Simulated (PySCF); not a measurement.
A calculated (UHF, PySCF 2.14, def2-SVP, no relativity, point nucleus) atom or ion has these occupied shells.

| shell | electrons | orbital energy (eV) | rms radius, mean of both spins (bohr) |
| --- | --- | --- | --- |
| 1s α | 1 | -718.17 | 0.204 |
| 1s β | 1 | -716.82 | 0.204 |
| 2s α | 1 | -44.400 | 1.11 |
| 2s β | 1 | -39.191 | 1.11 |
| 2p α | 3 | -20.677 | 1.22 |
| 2p β | 2 | -18.297 | 1.22 |

Name the element and its charge.

F (fluorine, neutral), in [He] 2s2 2p5, 2P determinant.
